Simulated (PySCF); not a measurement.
Computed IR spectrum (relative IR intensity) of a molecule C4H6ClF. Geometry: B3LYP-D3(BJ)/def2-SVP. One conformer was computed; it need not be the lowest. Calculation: PySCF with B3LYP-D3(BJ)/def2-SVP. Frequencies are harmonic and unscaled.

Lines under 2 % of the strongest are left out, and lines within 2 cm⁻¹ are merged.

ν (cm⁻¹): 327 (vw), 391 (w), 438 (w), 544 (m), 678 (m), 727 (m), 842 (w), 916 (m), 952 (vw), 994 (s), 1039 (m), 1076 (m), 1123 (m), 1239 (s), 1305 (vs), 1364 (m), 1412 (m), 1449 (w), 1453 (m), 1486 (m), 3037 (m), 3121 (m), 3126 (vw), 3135 (m), 3174 (w), 3230 (vw) (against the strongest line: vs over 80 %, s over 45 %, m over 15 %, w over 4 %, vw less)

### Question
Identify the compound among the candidates.
A. C[C@]1(F)C[C@H]1Cl
B. F[C@H]1C[C@@H](Cl)C1
C. F[C@H](Cl)C1CC1
D. CC(C)=C(F)Cl

### Answer
A, C[C@]1(F)C[C@H]1Cl
